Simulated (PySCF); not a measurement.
Input for PySCF:
```python
from pyscf import gto, scf, dft

mol = gto.M(
    atom='''
I    -0.000000   -0.000000   -1.331921
I     0.000000    0.000000    1.331921
''',
    basis='def2-tzvp',
    ecp={'I': 'def2-tzvp'},
    charge=0,
    spin=0,
    verbose=4,
)

mf = dft.RKS(mol)
mf.xc = 'b3lyp'
mf = mf.density_fit(auxbasis='def2-universal-jkfit')
mf.kernel()
```

### Question
What does this run give for the Mulliken (on the basis functions themselves) charges in atom order, HOMO-LUMO gap, HOMO energy, number of basis functions?

### Answer

```json
{
  "Mulliken (on the basis functions themselves) charges in atom order": "I1 0.00, I2 0.00",
  "HOMO-LUMO gap": "3.28 eV",
  "HOMO energy": "-7.10 eV",
  "number_of_basis_functions": "100"
}
```
